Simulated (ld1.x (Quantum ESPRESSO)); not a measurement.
# Scattering properties, TM potential for lithium (Li)

Li, norm-conserving Troullier–Martins (Kleinman–Bylander form), made with ld1.x (Quantum ESPRESSO) 7.5 (LDA (PZ), non-relativistic). Core none, reference 1s2 2s0.75 2p0.25. Waves: 1s (bound): rc 0.50 bohr; 2p (bound): rc 4.20 bohr; 3d channel at -0.05 Ry: rc 4.10 bohr. Local part: all-electron potential smoothed inside 1.25 bohr (lloc = -1). Core correction: none.

Occupied shells without a wave of their own: 2s. They enter only through the test configuration that unscreens the potential.

The phase is arctan(r·u′/u) with u = r·R(r), unwrapped; energies in Ry, scanned from -6 to 5 Ry. A pole is an energy at which the radial function vanishes at the test radius. The pseudo phase is shifted by a multiple of π to meet the all-electron one at the reference energy, and phase errors are pseudo minus all-electron; the curves can meet again beyond the range given. Levels narrower than the energy grid can be missing from the lists of poles.

```
channel  radius (bohr)  reference energy (Ry)  poles, all-electron     poles, pseudo  unbroken range about the reference energy with phases within 0.05 rad  phase error 1 Ry above the reference energy (rad)
      s           4.57                  -3.78     0.05, 1.94, 4.95        0.06, 1.96                                                              below 0.8                                             +0.000
      p           4.57                  -0.09     0.22, 1.78, 4.37  0.23, 1.74, 3.14                                                              below 0.6                                             +0.400
      d           4.57                  -0.05           1.05, 3.21  0.98, 1.18, 4.03                                                              below 1.0                                             -0.017
```

Phases in the s channel:

| E (Ry) | all-electron | pseudo |
| --- | --- | --- |
| -6.00 | 1.480 | 1.480 |
| -5.48 | 1.475 | 1.475 |
| -4.96 | 1.470 | 1.470 |
| -4.44 | 1.464 | 1.464 |
| -3.92 | 1.456 | 1.456 |
| -3.40 | 1.447 | 1.447 |
| -2.88 | 1.435 | 1.435 |
| -2.36 | 1.419 | 1.419 |
| -1.84 | 1.396 | 1.396 |
| -1.32 | 1.355 | 1.355 |
| -0.80 | 1.256 | 1.256 |
| -0.28 | -0.135 | -0.110 |
| 0.24 | -1.705 | -1.700 |
| 0.76 | -2.454 | -2.404 |
| 1.28 | -4.489 | -4.479 |
| 1.80 | -4.684 | -4.680 |
| 2.32 | -4.780 | -4.775 |
| 2.84 | -4.931 | -4.914 |
| 3.36 | -6.673 | -6.350 |
| 3.88 | -7.689 | -7.672 |
| 4.40 | -7.799 | -7.792 |
| 4.92 | -7.851 | -7.846 |
